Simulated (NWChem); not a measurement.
System: C₃H₂FN; SMILES C(#N)/C=C/F

The following NWChem deck was run.

```
start job
memory heap 200 mb stack 900 mb global 1100 mb
geometry units angstroms noautosym nocenter noautoz
  N     -0.227988    -2.531003     0.000000
  C      0.095656    -1.417104     0.000000
  C      0.511352    -0.057349     0.000000
  C     -0.377913     0.941797     0.000000
  F      0.002420     2.199828     0.000000
  H      1.582915     0.162663     0.000000
  H     -1.464463     0.810420     0.000000
end
basis spherical
  * library def2-svp
end
dft
  xc b3lyp
  iterations 150
end
cosmo
  dielec 3.9
end
task dft energy
```

Excerpt of the output:

```
             Northwest Computational Chemistry Package (NWChem) 7.3.0
             --------------------------------------------------------

                             Geometry "geometry" -> ""
                             -------------------------

 Output coordinates in angstroms (scale by  1.889725989 to convert to a.u.)

  No.       Tag          Charge          X              Y              Z
 ---- ---------------- ---------- -------------- -------------- --------------
    1 N                    7.0000    -0.22798800    -2.53100300     0.00000000
    2 C                    6.0000     0.09565600    -1.41710400     0.00000000
    3 C                    6.0000     0.51135200    -0.05734900     0.00000000
    4 C                    6.0000    -0.37791300     0.94179700     0.00000000
    5 F                    9.0000     0.00242000     2.19982800     0.00000000
    6 H                    1.0000     1.58291500     0.16266300     0.00000000
    7 H                    1.0000    -1.46446300     0.81042000     0.00000000

 Effective nuclear repulsion energy (a.u.)     136.7160992066

                                 NWChem DFT Module
                                 -----------------

 Summary of "ao basis" -> "ao basis" (spherical)
 ------------------------------------------------------------------------------
       Tag                 Description            Shells   Functions and Types
 ---------------- ------------------------------  ------  ---------------------
 N                          def2-svp                 6       14   3s2p1d
 C                          def2-svp                 6       14   3s2p1d
 F                          def2-svp                 6       14   3s2p1d
 H                          def2-svp                 3        5   2s1p

 in cosmo_initialize ...

 solvent parameters
 solvname_short: unkn
 solvname_long:  unknown
 dielec:        3.9000

          ---------------
          -cosmo- solvent
          ---------------
 Cosmo: York-Karplus, doi: 10.1021/jp992097l
 dielectric constant -eps-     =   3.90
 screen = (eps-1)/(eps    )    =   0.74359
 surface charge correction     = lagrangian

   van der Waals surface
 --------------------------

 ---------- ATOMIC COORDINATES (A.U.) ------------ VDWR(ANG.) --
     1   -0.43083485   -4.78290215    0.00000000     1.830
     2    0.18076363   -2.67793826    0.00000000     2.000
     3    0.96631516   -0.10837390    0.00000000     2.000
     4   -0.71415202    1.77973827    0.00000000     2.000
     5    0.00457314    4.15707214    0.00000000     1.720
     6    2.99127561    0.30738850    0.00000000     1.300
     7   -2.76743379    1.53147174    0.00000000     1.300
 number of segments per atom =         32
 number of   points per atom =         32
 atom (   nspa,  nppa )
 ----------------------
    1 (     22,     0 )       0
    2 (     18,     0 )       0
    3 (     14,     0 )       0
    4 (     16,     0 )       0
    5 (     22,     0 )       0
    6 (     14,     0 )       0
    7 (     16,     0 )       0
 number of -cosmo- surface points =      122
 molecular surface =    108.500 angstrom**2
 molecular volume  =     85.384 angstrom**3
 G(cav/disp)       =      1.403 kcal/mol
 -lineq- algorithm             =   0
 -bem- low  level              =   2
 -bem- from -octahedral-
 gaussian surface charge width =   4.50000
 degree of switching           =   1.00000
 switching function tolerance  =   0.00010
 atomic radii =
 --------------
    1  7.000  1.830
    2  6.000  2.000
    3  6.000  2.000
    4  6.000  2.000
    5  9.000  1.720
    6  1.000  1.300
    7  1.000  1.300
 ...... end of -cosmo- initialization ......

            General Information
            -------------------
          SCF calculation type: DFT
          Wavefunction type:  closed shell.
          No. of atoms     :     7
          No. of electrons :    36
           Alpha electrons :    18
            Beta electrons :    18
          Charge           :     0
          Spin multiplicity:     1
          Use of symmetry is: off; symmetry adaption is: off
          Maximum number of iterations: 150
          AO basis - number of functions:    80
                     number of shells:    36
          Convergence on energy requested:  1.00D-06
          Convergence on density requested:  1.00D-05
          Convergence on gradient requested:  5.00D-04

              XC Information
              --------------
                         B3LYP Method XC Potential
                     Hartree-Fock (Exact) Exchange  0.200
                        Slater Exchange Functional  0.800 local
                    Becke 1988 Exchange Functional  0.720 non-local
              Lee-Yang-Parr Correlation Functional  0.810
                  VWN I RPA Correlation Functional  0.190 local

[...]

                                   COSMO solvation results
                                   -----------------------

                 gas phase energy =      -269.861582897595
                 sol phase energy =      -269.868518606829
 (electrostatic) solvation energy =         0.006935709233 (    4.35 kcal/mol)

                       DFT Final Molecular Orbital Analysis
                       ------------------------------------

 Vector   16  Occ=2.000000D+00  E=-3.792958D-01
              MO Center= -2.7D-01, -2.7D+00,  4.6D-10, r^2= 1.0D+00
   Bfn.  Coefficient  Atom+Function         Bfn.  Coefficient  Atom+Function
  ----- ------------  ---------------      ----- ------------  ---------------
     5      0.470813  1 N  py                 3      0.372518  1 N  s
     2      0.307799  1 N  s                  8     -0.260831  1 N  py
    19      0.244754  2 C  py                16     -0.176490  2 C  s
     1      0.148894  1 N  s                  4      0.143010  1 N  px
    33     -0.106073  3 C  py                15      0.082379  2 C  s

 Vector   17  Occ=2.000000D+00  E=-3.509912D-01
              MO Center= -6.7D-03, -1.8D+00, -1.6D-10, r^2= 1.8D+00
   Bfn.  Coefficient  Atom+Function         Bfn.  Coefficient  Atom+Function
  ----- ------------  ---------------      ----- ------------  ---------------
     4      0.421787  1 N  px                18     -0.375886  2 C  px
     7     -0.246722  1 N  px                21     -0.212381  2 C  px
    71      0.144237  6 H  s                 32      0.131218  3 C  px
     5     -0.129692  1 N  py                19      0.097855  2 C  py
    22      0.091235  2 C  py                46     -0.089330  4 C  px

 Vector   18  Occ=2.000000D+00  E=-2.858542D-01
              MO Center=  2.8D-02, -2.2D-01,  2.7D-09, r^2= 3.3D+00
   Bfn.  Coefficient  Atom+Function         Bfn.  Coefficient  Atom+Function
  ----- ------------  ---------------      ----- ------------  ---------------
    34      0.367170  3 C  pz                48      0.337813  4 C  pz
     6      0.309824  1 N  pz                37      0.270735  3 C  pz
    62      0.248837  5 F  pz                 9     -0.210000  1 N  pz
    65     -0.194271  5 F  pz                51      0.180153  4 C  pz
    20     -0.136380  2 C  pz                23     -0.096966  2 C  pz

 Vector   19  Occ=0.000000D+00  E=-5.436699D-02
              MO Center= -9.8D-02, -6.6D-02, -2.4D-09, r^2= 3.2D+00
   Bfn.  Coefficient  Atom+Function         Bfn.  Coefficient  Atom+Function
  ----- ------------  ---------------      ----- ------------  ---------------
    51      0.515687  4 C  pz                48      0.484707  4 C  pz
    37     -0.389628  3 C  pz                 9      0.289055  1 N  pz
    34     -0.287874  3 C  pz                 6     -0.281108  1 N  pz
    20     -0.211493  2 C  pz                62      0.199805  5 F  pz
    65     -0.191905  5 F  pz                23     -0.172295  2 C  pz

 Vector   20  Occ=0.000000D+00  E= 1.212742D-02
              MO Center=  1.3D-01, -1.4D+00, -2.9D-10, r^2= 2.9D+00
   Bfn.  Coefficient  Atom+Function         Bfn.  Coefficient  Atom+Function
  ----- ------------  ---------------      ----- ------------  ---------------
    72      0.590095  6 H  s                  7      0.483422  1 N  px
    45     -0.475653  4 C  s                 18     -0.419086  2 C  px
     4     -0.405651  1 N  px                21     -0.403192  2 C  px
    31     -0.353794  3 C  s                 22      0.275486  2 C  py
    35     -0.267404  3 C  px                36      0.243082  3 C  py

 Vector   21  Occ=0.000000D+00  E= 8.177237D-02
              MO Center= -9.5D-01,  5.6D-01, -3.8D-09, r^2= 4.4D+00
   Bfn.  Coefficient  Atom+Function         Bfn.  Coefficient  Atom+Function
  ----- ------------  ---------------      ----- ------------  ---------------
    77      1.757814  7 H  s                 45     -1.211597  4 C  s
    31      1.046458  3 C  s                 72     -0.847960  6 H  s
    49      0.709350  4 C  px                 3     -0.515294  1 N  s
    50      0.427780  4 C  py                22     -0.414040  2 C  py
    17      0.299127  2 C  s                 46      0.291061  4 C  px

     Multipole analysis of the density
     ---------------------------------

     L   x y z        total         alpha         beta         nuclear
     -   - - -        -----         -----         ----         -------
     0   0 0 0     -0.000000    -18.000000    -18.000000     36.000000

     1   1 0 0      0.083795      0.118539      0.118539     -0.153283
     1   0 1 0      1.381061      0.824155      0.824155     -0.267249
     1   0 0 1     -0.000000     -0.000000     -0.000000      0.000000

     2   2 0 0    -17.701944    -22.233302    -22.233302     26.764660
     2   1 1 0     -1.896584     -1.007300     -1.007300      0.118016
     2   1 0 1      0.000000      0.000000      0.000000      0.000000
     2   0 2 0    -30.227888   -205.217745   -205.217745    380.207602
     2   0 1 1     -0.000000     -0.000000     -0.000000      0.000000
     2   0 0 2    -20.721451    -10.360726    -10.360726      0.000000
```

Level: B3LYP/def2-SVP, COSMO on the gas-phase geometry. Structure relaxed at the PBE0/def2-SVP level. COSMO prints the solvation energy as gas minus solution, so a positive value is a stabilisation.
